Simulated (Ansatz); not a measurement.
Predicting a hybrid from its neighbours: HI

HI has 2 atoms, charge 0, and is taken as a singlet. As SMILES, `I`. The coordinates come from a PBE0-D4/def2-TZVP relaxation.

The HOMO–LUMO gap y, in eV, basis def2-TZVPPD with a core potential; a is the functional's share of exact exchange. Programs: Ansatz 0.2.0.

| functional | program | a | y (eV) |
| --- | --- | --- | --- |
| PBE | Ansatz | 0 | 5.01 |
| revPBE | Ansatz | 0 | 5.00 |
| B3LYP | Ansatz | 0.2 | 6.48 |
| PBE0 | Ansatz | 0.25 | ? |
| r2SCAN0 | Ansatz | 0.25 | 7.45 |
| BHLYP | Ansatz | 0.5 | 8.78 |

Q: Fit y = c + s·a to the known rows and predict PBE0.

A: 
1. Means of the 5 rows: a = 0.1900, y = 6.544.
2. Σ(Δa)² = 0.172, Σ(Δa·Δy) = 1.3317, so the slope is 1.3317/0.172 = 7.7424.
3. Intercept: 6.544 − (7.7424) × 0.1900 = 5.073. The largest residual of the fit is 0.44.
4. PBE0: 5.073 + (7.7424) × 0.25 = 7.01 eV.

The run gave 7.02 eV, so the prediction is off by -0.01 eV, within the scatter of the fit. Exact exchange lowers occupied levels and raises empty ones.
